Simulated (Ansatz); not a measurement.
The same path of CH3BOSe (7 atoms, charge 0, multiplicity 1) was run twice with different band settings. The coordinate that changes most is the dihedral H5–O1–B2–Se4.

These are results of RKS B3LYP/def2-mTZVP in Ansatz, not measurements.

Relaxed end points:

```xyz
7
Properties=species:S:1:pos:R:3
O -1.039 1.237 -0.691
B -0.391 0.170 -0.197
C 0.927 -0.240 0.434
Se -0.521 -1.719 0.149
H -1.930 1.049 -1.019
H 1.137 -0.075 1.485
H 1.816 -0.423 -0.160
```

```xyz
7
Properties=species:S:1:pos:R:3
O -1.476 0.745 -0.767
B -0.570 -0.082 -0.218
C 0.826 -0.206 0.385
Se -0.351 -1.922 0.260
H -1.181 1.664 -0.840
H 1.037 0.076 1.411
H 1.716 -0.277 -0.231
```

Common settings: movable images 9; climbing image yes; spring 5.0 eV/Å²; start path through a guess of the saddle point; force threshold 0.03 eV/Å; end points relaxed.

| run | optimiser | iteration limit |
| --- | --- | --- |
| 1 | quadratic models (default) | 57 |
| 2 | fire | 60 |

Problem. What does each run give, and how far can it be trusted?

Solution. Run 1: converged after 8 iterations, highest image 0.433 eV above the first end. A vibrational analysis at the climbing image gives one clearly imaginary mode, 616i cm⁻¹: a first-order saddle point.
Run 2: converged after 42 iterations, highest image 0.433 eV above the first end. Another band between the same ends (9 images) ends at a top of the same energy, where a vibrational analysis finds 1 clearly imaginary mode.
